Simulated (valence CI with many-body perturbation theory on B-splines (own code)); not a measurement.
**E1 transitions of Er17+**

Calculated by configuration interaction combined with many-body perturbation theory (CI+MBPT): five valence electrons over a frozen Dirac-Fock core [Kr] 4d10, radial functions for each j: 7 s, 7 p, 7 d, 7 f, 4 g, 2 h, with the one-electron correlation potential Σ1, the two-electron term Σ2, the three-electron term Σ3, Breit, model QED; selected CI, second order for the rest, scaled by the run's own slope (own B-spline code, finite nucleus).

No measured levels were compared; by estimate terms of the open shell hold to a few per cent of their energy, and close levels can change places. Among the levels kept, up to 1100 cm⁻¹ of a level comes from second order outside the variational space, and about a tenth of that is noise between levels of different J, which matters for small intervals.

Lines 1 to 50 of 298 in falling wavelength, among levels below 182820 cm⁻¹, chosen from the strongest by gf and those to the six lowest levels. Wavelengths and rates use the calculated energies, so an error of 2000 cm⁻¹ moves a line at 510.8 nm by 10 % and its rate by three times that or more. Electric multipoles are in the length gauge, E1 and E2 with the static RPA response of the core. Weak lines are less certain than strong ones. Lines between different terms over intervals too small for the method are left out, as are lines whose strength nearly cancels. Where a level lies close to another of its J and parity, the split of strength between their lines is uncertain. The highest levels of a list are the least certain.

Names give the largest LS component (configuration and term), which can be under half, so a name can repeat, a term be missing and a line seem to break the LS rules; names also repeat where a configuration has a term twice. Letters in brackets count levels of one name in rising energy.

| λ vac (nm) | Upper | Lower | A (s⁻¹) | S (a.u.) with core polarisation | S without |
| --- | --- | --- | --- | --- | --- |
| 510.8 | 4f4.5s 4I_9/2 | 4f5 2H°_9/2 [f] | 4.06e-01 | 2.67e-07 | 2.17e-07 |
| 497.0 | 4f4.5s 6F_7/2 | 4f5 4G°_7/2 [d] | 6.58e-01 | 3.19e-07 | 5.02e-07 |
| 495.4 | 4f4.5s 6I_7/2 | 4f5 4I°_9/2 [c] | 6.24e-01 | 2.99e-07 | 3.86e-07 |
| 388.0 | 4f4.5s 6F_7/2 | 4f5 4G°_9/2 [d] | 1.03e+00 | 2.38e-07 | 3.25e-07 |
| 361.6 | 4f4.5s 6F_1/2 | 4f5 4F°_3/2 [d] | 3.30e+00 | 1.54e-07 | 2.03e-07 |
| 331.1 | 4f4.5s 6F_3/2 | 4f5 4F°_5/2 [e] | 2.32e+00 | 1.66e-07 | 2.30e-07 |
| 315.8 | 4f4.5s 6F_5/2 | 4f5 4F°_5/2 [e] | 2.84e+00 | 2.65e-07 | 3.60e-07 |
| 304.3 | 4f4.5s 6F_7/2 | 4f5 2G°_7/2 [d] | 3.19e+00 | 3.55e-07 | 5.30e-07 |
| 268.4 | 4f4.5s 6F_7/2 | 4f5 4F°_7/2 [d] | 5.86e+00 | 4.47e-07 | 6.40e-07 |
| 250.1 | 4f4.5s 6I_17/2 | 4f5 4I°_15/2 [c] | 1.19e+00 | 1.66e-07 | 2.14e-07 |
| 237.2 | 4f4.5s 4I_9/2 | 4f5 4I°_9/2 [c] | 1.54e+00 | 1.01e-07 | 1.98e-08 |
| 233.4 | 4f4.5s 6F_7/2 | 4f5 2G°_9/2 [d] | 2.78e+00 | 1.40e-07 | 2.02e-07 |
| 229.2 | 4f4.5s 4I_11/2 | 4f5 4I°_11/2 [c] | 7.26e+00 | 5.17e-07 | 4.04e-07 |
| 226.7 | 4f4.5s 4I_9/2 | 4f5 2I°_11/2 [e] | 1.48e+00 | 8.50e-08 | 6.46e-08 |
| 221.9 | 4f4.5s 6F_7/2 | 4f5 2F°_7/2 [d] | 1.90e+00 | 8.21e-08 | 1.09e-07 |
| 215.5 | 4f4.5s 6S_5/2 | 4f5 2F°_7/2 [d] | 3.24e+00 | 9.58e-08 | 1.01e-07 |
| 203.9 | 4f4.5s 4I_9/2 | 4f5 2I°_11/2 [d] | 2.02e+00 | 8.47e-08 | 2.73e-08 |
| 188.6 | 4f4.5s 6F_7/2 | 4f5 4D°_5/2 | 1.29e+01 | 3.43e-07 | 4.48e-07 |
| 188.1 | 4f4.5s 6I_15/2 | 4f5 4H°_13/2 [b] | 2.26e+00 | 1.19e-07 | 1.37e-07 |
| 183.9 | 4f4.5s 6S_5/2 | 4f5 4D°_5/2 | 1.35e+01 | 2.49e-07 | 2.82e-07 |
| 183.8 | 4f4.5s 6F_5/2 | 4f5 4S°_3/2 | 3.76e+00 | 6.91e-08 | 8.95e-08 |
| 181.1 | 4f4.5s 6F_5/2 | 4f5 4F°_5/2 [d] | 1.10e+01 | 1.94e-07 | 2.35e-07 |
| 180.9 | 4f4.5s 4I_11/2 | 4f5 2I°_13/2 [d] | 6.37e+00 | 2.23e-07 | 1.77e-07 |
| 180.1 | 4f4.5s 4I_9/2 | 4f5 4H°_11/2 | 4.57e+00 | 1.32e-07 | 1.36e-07 |
| 178.9 | 4f4.5s 4I_9/2 | 4f5 4H°_9/2 [b] | 8.55e+00 | 2.42e-07 | 2.82e-07 |
| 178.3 | 4f4.5s 4I_11/2 | 4f5 2I°_11/2 [d] | 2.88e+00 | 9.68e-08 | 8.97e-08 |
| 176.7 | 4f4.5s 6F_7/2 | 4f5 4D°_7/2 [c] | 5.24e+00 | 1.14e-07 | 1.67e-07 |
| 174.9 | 4f4.5s 6I_7/2 | 4f5 4H°_7/2 [b] | 3.20e+00 | 6.76e-08 | 4.76e-08 |
| 174.8 | 4f4.5s 6I_15/2 | 4f5 2K°_15/2 [b] | 2.69e+00 | 1.13e-07 | 1.40e-07 |
| 174.6 | 4f4.5s 4I_11/2 | 4f5 4F°_9/2 [d] | 7.42e+00 | 2.34e-07 | 3.21e-07 |
| 174.5 | 4f4.5s 4I_9/2 | 4f5 4H°_7/2 [c] | 3.08e+01 | 8.09e-07 | 1.24e-06 |
| 174.4 | 4f4.5s 6F_3/2 | 4f5 4F°_3/2 [c] | 1.38e+01 | 1.45e-07 | 1.87e-07 |
| 172.5 | 4f4.5s 6S_5/2 | 4f5 4D°_7/2 [c] | 9.44e+00 | 1.44e-07 | 1.16e-07 |
| 171.9 | 4f4.5s 6F_7/2 | 4f5 4F°_5/2 [d] | 9.34e+00 | 1.87e-07 | 2.42e-07 |
| 171.8 | 4f4.5s 4I_9/2 | 4f5 4D°_7/2 [a] | 3.68e+00 | 9.22e-08 | 1.48e-07 |
| 171.6 | 4f4.5s 6I_11/2 | 4f5 2I°_13/2 [c] | 3.21e+00 | 9.61e-08 | 1.79e-07 |
| 170.3 | 4f4.5s 6S_5/2 | 4f5 4S°_3/2 | 5.23e+00 | 7.65e-08 | 8.74e-08 |
| 170.1 | 4f4.5s 6F_5/2 | 4f5 4F°_3/2 [c] | 4.58e+00 | 6.67e-08 | 8.43e-08 |
| 167.9 | 4f4.5s 6I_9/2 | 4f5 2H°_11/2 [b] | 2.60e+00 | 6.07e-08 | 1.06e-07 |
| 165.3 | 4f4.5s 6I_7/2 | 4f5 2G°_9/2 [a] | 7.35e+00 | 1.31e-07 | 1.81e-07 |
| 164.2 | 4f4.5s 6I_7/2 | 4f5 2G°_7/2 [b] | 6.83e+00 | 1.19e-07 | 1.21e-07 |
| 161.8 | 4f4.5s 4I_9/2 | 4f5 2H°_11/2 [c] | 2.18e+01 | 4.55e-07 | 3.83e-07 |
| 161.8 | 4f4.5s 6F_7/2 | 4f5 4D°_7/2 [b] | 2.11e+01 | 3.53e-07 | 4.01e-07 |
| 159.8 | 4f4.5s 4I_11/2 | 4f5 4H°_11/2 | 9.36e+00 | 2.26e-07 | 2.83e-07 |
| 158.9 | 4f4.5s 4I_11/2 | 4f5 4H°_9/2 [b] | 3.80e+01 | 9.03e-07 | 1.33e-06 |
| 158.7 | 4f4.5s 6I_11/2 | 4f5 4K°_13/2 [c] | 5.61e+00 | 1.33e-07 | 2.39e-07 |
| 158.5 | 4f4.5s 6F_7/2 | 4f5 2D°_5/2 [d] | 5.67e+00 | 8.92e-08 | 1.06e-07 |
| 158.3 | 4f4.5s 6S_5/2 | 4f5 4D°_7/2 [b] | 3.05e+01 | 3.58e-07 | 3.57e-07 |
| 158.3 | 4f4.5s 6I_13/2 | 4f5 2I°_13/2 [c] | 1.63e+01 | 4.45e-07 | 5.68e-07 |
| 157.8 | 4f4.5s 6F_5/2 | 4f5 2D°_3/2 [d] | 8.19e+00 | 9.53e-08 | 1.43e-07 |
